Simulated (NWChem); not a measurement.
# Spin states of silylphosphine (H5PSi)

```xyz
7

Si    -1.0750     0.0955     0.2241
P      1.1290    -0.0772    -0.3490
H     -1.8516    -0.8869    -0.6096
H     -1.5361     1.4869    -0.1148
H     -1.3593    -0.1700     1.6789
H      1.2981    -1.3190     0.3647
H      1.5638     0.7099     0.7785
```
Charge 0, spin multiplicity 1.

The numbers come from NWChem runs, not from measurements. All single points use one geometry, from PBE/def2-SVP, a minimum by its harmonic frequencies.

Basis set: def2-TZVP. The gap is E(triplet) − E(singlet) at the geometry of the singlet, so a negative value puts the higher spin lower. Open shells are unrestricted, and the singlet is the closed-shell solution. The triplet is the single determinant that the SCF runs reached; it need not be the lowest triplet, which in molecules with degenerate π orbitals can need several determinants.

```tsv
method	vertical singlet-triplet gap (kcal/mol)	relative cost
B2PLYP	130.8	under 3
B3LYP	127.7	1
MP2	135.1	under 3
r2SCAN	126.2	under 3
LC-wPBE (omega 0.3 per bohr)	128.4	5
HF	121.9	under 3
```

The values span 13.2 kcal/mol, from HF (lowest) to MP2 (highest). Costs are rough ratios of processor time within this set of runs, SCF included, with B3LYP as 1.

The correlated methods keep 10 core orbitals frozen. B3LYP has NWChem's definition, with VWN1-RPA local correlation. GW and range-separated runs recompute their integrals, the others keep them in memory, which bears on the times. No SCF solution was tested for a lower state. Open-shell Hartree-Fock references start from PBE0 orbitals; any time given for them includes that run.
